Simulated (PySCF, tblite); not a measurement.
Isomers of C7H10F3P, one GFN2-xTB conformer each. Single-point energies are computed at PBE0/pcSseg-1 (PySCF, gas phase, no added dispersion term), electronic only.

```
                 SMILES  GFN2-xTB relative energy (kcal/mol)
CC(C)(C)/C=P\C(F)=C(F)F                                 39.3
   CP(C1=CCCC1)C(F)(F)F                                  2.3
     CCC1=CCCP1C(F)(F)F                                  0.0
     FC(F)(F)CCP1CC=CC1                                  1.7
   C=CP(CC(F)(F)F)C1CC1                                 29.5
```

Conformers: `[CH3:1][C:2]([CH3:3])([CH3:4])/[CH:5]=[P:6]\[C:7]([F:8])=[C:9]([F:10])[F:11]` with C5–P6–C7–F8 66°; `[CH3:1][P:2]([C:3]1=[CH:4][CH2:5][CH2:6][CH2:7]1)[C:8]([F:9])([F:10])[F:11]` with C1–P2–C3–C4 29°, C3–C4–C5–C6 -14°, C4–C5–C6–C7 21°, C5–C6–C7–C3 -20°, P2–C3–C7–C6 -163°; `[CH3:1][CH2:2][C:3]1=[CH:4][CH2:5][CH2:6][P:7]1[C:8]([F:9])([F:10])[F:11]` with C1–C2–C3–C4 123°, C3–C4–C5–C6 10°, C4–C5–C6–P7 -14°, C5–C6–P7–C8 -83°, C2–C3–P7–C6 173°; `[F:1][C:2]([F:3])([F:4])[CH2:5][CH2:6][P:7]1[CH2:8][CH:9]=[CH:10][CH2:11]1` with C2–C5–C6–P7 179°, C5–C6–P7–C8 85°, C6–P7–C8–C9 80°, P7–C8–C9–C10 13°, C9–C10–C11–P7 -13°, C6–P7–C11–C10 -82°; `[CH2:1]=[CH:2][P:3]([CH2:4][C:5]([F:6])([F:7])[F:8])[CH:9]1[CH2:10][CH2:11]1` with C1–C2–P3–C4 136°, C2–P3–C4–C5 -78°, C2–P3–C9–C10 101°.

What does PBE0/pcSseg-1 give for the same structures?

| SMILES | PBE0/pcSseg-1 E (Eh) | PBE0/pcSseg-1 (kcal/mol) | GFN2-xTB (kcal/mol) | point group |
| --- | --- | --- | --- | --- |
| FC(F)(F)CCP1CC=CC1 | -912.84630 | 0.0 | 1.7 | C1 |
| CCC1=CCCP1C(F)(F)F | -912.83592 | 6.5 | 0.0 | C1 |
| CP(C1=CCCC1)C(F)(F)F | -912.83189 | 9.0 | 2.3 | C1 |
| C=CP(CC(F)(F)F)C1CC1 | -912.79815 | 30.2 | 29.5 | C1 |
| CC(C)(C)/C=P\C(F)=C(F)F | -912.75912 | 54.7 | 39.3 | C1 |

GFN2-xTB puts CCC1=CCCP1C(F)(F)F lowest instead; measured from each level's own lowest isomer, the values differ by up to 15.4 kcal/mol (CC(C)(C)/C=P\C(F)=C(F)F: 39.3 against 54.7). As drawn, the highest has a quaternary carbon, which the lowest lacks.

Which frontier levels, dipoles and rotational constants go with these structures?

```tsv
SMILES	HOMO (eV, PBE0/pcSseg-1)	LUMO (eV)	dipole (D)	A, B, C (MHz)
FC(F)(F)CCP1CC=CC1	-7.01	0.15	2.46	2032, 438.4, 431.1
CCC1=CCCP1C(F)(F)F	-7.04	-0.36	2.77	1244, 873.4, 673.6
CP(C1=CCCC1)C(F)(F)F	-6.87	-0.19	2.64	1666, 672.2, 571.0
C=CP(CC(F)(F)F)C1CC1	-7.27	-0.41	3.13	1477, 607.5, 486.6
CC(C)(C)/C=P\C(F)=C(F)F	-7.12	-1.99	2.33	1566, 556.0, 527.7
```

What happens when harmonic zero-point energies from GFN2-xTB frequencies are added?

```csv
SMILES,ZPE (kcal/mol),electronic (kcal/mol),with ZPE (kcal/mol)
FC(F)(F)CCP1CC=CC1,97.7,0.0,0.0
CCC1=CCCP1C(F)(F)F,98.3,6.5,7.1
CP(C1=CCCC1)C(F)(F)F,98.0,9.0,9.3
C=CP(CC(F)(F)F)C1CC1,96.2,30.2,28.7
CC(C)(C)/C=P\C(F)=C(F)F,97.6,54.7,54.6
```

The zero-point energies span 2.1 kcal/mol. The order is unchanged.
